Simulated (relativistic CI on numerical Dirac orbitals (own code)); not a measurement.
**Crystal-field levels of Tc³⁺, 4d4**

Calculated by Dirac-Coulomb-Breit CI, separate exchange-only KLI orbitals for each configuration, model QED (radiative potential, 1s self-energy scaled to tabulated hydrogen-like ionisation energies), one configuration in a parametric crystal field, unscaled Slater integrals (own radial code). With so little scaling, terms lie 10 to 35 % too far apart, which can change the order of excited levels.

Field parameters in Wybourne normalisation: D4h B²₀ = −7Ds, B⁴₀ = 21(Dq − Dt), B⁴₄ = 21√(5/14) Dq; Oh B⁴₀ = 21Dq, B⁴₄ = √(5/14) B⁴₀; Td as Oh with Dq negative (B⁴₀ = 21Dq, B⁴₄ = √(5/14) B⁴₀). The field is a parameter set, without covalency.

S and J are read from ⟨S²⟩ = S(S + 1) and ⟨J²⟩ = J(J + 1) of each level; they are not fictitious spins.

Oh, 10Dq = 40250 cm⁻¹, the lowest 10 levels:

```
E (cm⁻¹)  Degeneracy  Irrep     S     J
     0.0           1     A1  1.00  4.39
     580           3     T1  1.00  4.23
    1457           3     T2  1.00  3.85
    1459           2      E  1.00  3.81
   11539           3     T2  0.02  4.52
   12669           2      E  0.01  4.57
   19832           1     A2  2.00  3.00
   19845           3     T2  2.00  2.98
   19858           2      E  2.00  2.96
   19870           3     T1  2.00  2.95
```

Oh, 10Dq = 13300 cm⁻¹, the lowest 10 levels:

```csv
E (cm⁻¹),Degeneracy,Irrep,S,J
0.0,1,A1,1.97,2.76
128,3,T1,1.98,2.82
244,2,E,1.99,2.89
318,3,T2,1.99,2.94
395,1,A2,2.00,3.00
6910,1,A1,1.05,4.33
7397,3,T1,1.03,4.27
7931,3,T2,1.00,3.97
8025,2,E,1.01,3.88
13067,1,A1,1.97,2.74
```

Oh, 10Dq = 40150 cm⁻¹, the lowest 10 levels:

```json
{"E (cm⁻¹)": "0.0", "Degeneracy": "1", "Irrep": "A1", "S": "1.00", "J": "4.39"}
{"E (cm⁻¹)": "580", "Degeneracy": "3", "Irrep": "T1", "S": "1.00", "J": "4.23"}
{"E (cm⁻¹)": "1458", "Degeneracy": "3", "Irrep": "T2", "S": "1.00", "J": "3.85"}
{"E (cm⁻¹)": "1460", "Degeneracy": "2", "Irrep": "E", "S": "1.00", "J": "3.81"}
{"E (cm⁻¹)": "11537", "Degeneracy": "3", "Irrep": "T2", "S": "0.02", "J": "4.52"}
{"E (cm⁻¹)": "12668", "Degeneracy": "2", "Irrep": "E", "S": "0.01", "J": "4.58"}
{"E (cm⁻¹)": "19734", "Degeneracy": "1", "Irrep": "A2", "S": "2.00", "J": "3.00"}
{"E (cm⁻¹)": "19747", "Degeneracy": "3", "Irrep": "T2", "S": "2.00", "J": "2.98"}
{"E (cm⁻¹)": "19760", "Degeneracy": "2", "Irrep": "E", "S": "2.00", "J": "2.96"}
{"E (cm⁻¹)": "19773", "Degeneracy": "3", "Irrep": "T1", "S": "2.00", "J": "2.95"}
```

Td, 10Dq = -17700 cm⁻¹, the lowest 16 levels:

| E (cm⁻¹) | Degeneracy | Irrep | S | J |
| --- | --- | --- | --- | --- |
| 0.0 | 1 | A1 | 0.15 | 4.54 |
| 5132 | 1 | A1 | 1.84 | 2.47 |
| 5292 | 3 | T1 | 1.87 | 2.51 |
| 5612 | 3 | T2 | 1.94 | 2.48 |
| 6306 | 2 | E | 1.94 | 3.27 |
| 6469 | 3 | T1 | 1.99 | 3.24 |
| 6967 | 3 | T2 | 1.99 | 3.76 |
| 8884 | 3 | T1 | 1.20 | 3.59 |
| 9012 | 2 | E | 1.07 | 3.91 |
| 9073 | 1 | A1 | 1.19 | 3.47 |
| 9230 | 3 | T2 | 1.09 | 3.99 |
| 12826 | 1 | A2 | 1.00 | 3.94 |
| 13295 | 3 | T2 | 1.01 | 4.19 |
| 13676 | 3 | T1 | 0.94 | 4.40 |
| 14100 | 2 | E | 1.02 | 4.38 |
| 16361 | 3 | T1 | 0.24 | 5.13 |

D4h, 10Dq = 35050, Ds = 1330, Dt = 380 cm⁻¹, the lowest 16 levels:

| E (cm⁻¹) | Degeneracy | Irrep | S | J |
| --- | --- | --- | --- | --- |
| 0.0 | 1 | A1 | 1.02 | 4.30 |
| 280 | 1 | A2 | 1.02 | 4.21 |
| 659 | 2 | E | 1.01 | 4.11 |
| 1205 | 1 | B1 | 1.01 | 3.82 |
| 1228 | 1 | B2 | 1.00 | 3.87 |
| 2848 | 2 | E | 1.00 | 3.99 |
| 2882 | 1 | A1 | 1.00 | 3.90 |
| 9447 | 1 | B1 | 1.99 | 2.99 |
| 9464 | 2 | E | 1.99 | 2.98 |
| 9514 | 1 | A1 | 1.99 | 2.96 |
| 9517 | 1 | A2 | 1.99 | 2.96 |
| 11148 | 2 | E | 0.03 | 4.57 |
| 11455 | 1 | A1 | 0.02 | 4.62 |
| 12943 | 1 | B2 | 0.02 | 4.54 |
| 14244 | 1 | B1 | 0.02 | 4.67 |
| 16639 | 1 | B2 | 2.00 | 2.98 |

The free-ion ground term has S = 2. The field overcomes the spin-pairing energy for Oh, 10Dq = 40250 cm⁻¹; Oh, 10Dq = 40150 cm⁻¹; Td, 10Dq = -17700 cm⁻¹; D4h, 10Dq = 35050, Ds = 1330, Dt = 380 cm⁻¹, where the ground state has lower spin; these fields are assumed values.

Levels of this model without a field, named by their leading LS term: ⁵D0 0, ⁵D1 308, ⁵D2 864, ⁵D3 1605, ⁵D4 2486, ³H4 17877, ³P0 18159, ³H5 18586 cm⁻¹.
